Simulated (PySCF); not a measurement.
Isomers of C6H14P2, from PBE0-D3(BJ)/def2-SVP geometry optimisation, gas phase in PySCF. One conformer each, no zero-point energy, no frequencies.

Question: Which isomer lies lowest at this level?
A. `[CH2:1]=[P@:2]([CH3:3])(/[CH:4]=[CH:5]/[CH3:6])[CH2:7][PH2:8]` with C1–P2–C4–C5 113°, C1–P2–C7–P8 -50°, P2–C7–P8–H 85° and 180°: A = 2827, B = 654.8, C = 633.6 MHz, dipole 3.62 D
B. `[PH2:1][P:2]1[CH2:3][CH2:4][CH2:5][CH2:6][CH2:7][CH2:8]1` with H–P1–P2–C3 -83° and -176°, P1–P2–C3–C4 -172°, P2–C3–C4–C5 60°, C3–C4–C5–C6 -70°, C4–C5–C6–C7 94°: A = 2435, B = 948.6, C = 757.3 MHz, dipole 1.09 D
C. `[CH2:1]=[CH:2][P:3]([CH2:4][CH3:5])[P:6]([CH3:7])[CH3:8]` with C1–C2–P3–C4 -146°, C2–P3–C4–C5 74°, C2–P3–P6–C7 -178°: A = 1711, B = 1081, C = 733.8 MHz, dipole 0.06 D

Answer: B. That is `PP1CCCCCC1`, 16.9 kcal/mol below the next.

```
             SMILES                                                  mapped SMILES      E (Eh)  relative (kcal/mol)  relative (kJ/mol)  dipole (D)
         PP1CCCCCC1       [PH2:1][P:2]1[CH2:3][CH2:4][CH2:5][CH2:6][CH2:7][CH2:8]1  -918.87348                  0.0                0.0        1.09
      C=CP(CC)P(C)C       [CH2:1]=[CH:2][P:3]([CH2:4][CH3:5])[P:6]([CH3:7])[CH3:8]  -918.84657                 16.9               70.7        0.06
C=[P@](C)(/C=C/C)CP  [CH2:1]=[P@:2]([CH3:3])(/[CH:4]=[CH:5]/[CH3:6])[CH2:7][PH2:8]  -918.77904                 59.3              248.0        3.62
```

As drawn, the highest has a C=C bond outside aromatic rings, which the lowest lacks.
